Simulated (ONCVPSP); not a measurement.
# What the settings do to the ONCV potential of selenium (Se)

Base potential:

Se (Z = 34), optimised norm-conserving Vanderbilt (ONCV), made with ONCVPSP 4.0.1 (PBE, scalar-relativistic). Core [Ne] 3s2, reference 3p6 3d10 4s2 4p4. Waves: 4s: rc 1.30 bohr, ncon 5, nbas 8, qcut 4.3 1/bohr, 3 projectors, debl 3.2 Ha; 3p+4p: rc 1.05 bohr, ncon 4, nbas 7, qcut 12.8 1/bohr, 2 projectors; 3d: rc 0.75 bohr, ncon 4, nbas 9, qcut 17 1/bohr, 2 projectors, debl 3.1 Ha. Local part: polynomial inside 0.50 bohr (lpopt 5, dvloc0 1 Ha). Core correction: Teter function, fcfact 4.25, rcfact 1.65.

All-electron outer shells of the reference configuration (PBE, scalar-relativistic, ld1.x):

```tsv
shell	level (eV)	outermost node (bohr)	outermost maximum (bohr)
2p	-1413.61	–	0.13
3s	-213.51	0.24	0.50
3p	-152.98	0.21	0.50
3d	-53.12	–	0.45
4s	-17.29	0.70	1.51
4p	-6.51	0.74	1.82
```

Cutoffs, loose and tight: the cutoffs (Ha) at which the residual kinetic energy of the hardest occupied pseudo-wave falls to 1 and 0.1 mHa per electron. They do not see the model core or the augmentation charge, which bear on the density cutoff. Test errors are all-electron minus pseudo excitation energies from the reference, over the configurations 3p6 3d10 4s2 4p3; 3p6 3d10 4s2 4p2; 3p6 3d10 4s2 4p1; 3p5 3d10 4s2 4p4. A dash means not determined; rows that change the core or the reference have their own tests.

A true bound ghost makes a file unfit for plane-wave use even where its test errors are small: the radial tests pick states by their node count and pass the ghost by.

```csv
change,outcome,"cutoff, loose","cutoff, tight",bound ghosts,GHOST(+) flags above zero,largest test error (meV)
base,generated,143 Ha,497 Ha,s,s,-173
"core correction Teter function, fcfact 4.1, rcfact 1.65",generated,143 Ha,497 Ha,s,s,-173
"local potential polynomial inside 0.55 bohr (lpopt 5, dvloc0 6 Ha)",generated,143 Ha,497 Ha,s,s,-172
```

Problem. What comes out with this change to the base: d: rc 0.56?

Solution. outcome: generated; cutoff, loose: 951 Ha; cutoff, tight: 1201 Ha; bound ghosts: s; GHOST(+) flags above zero: s, d; largest test error (meV): -137.
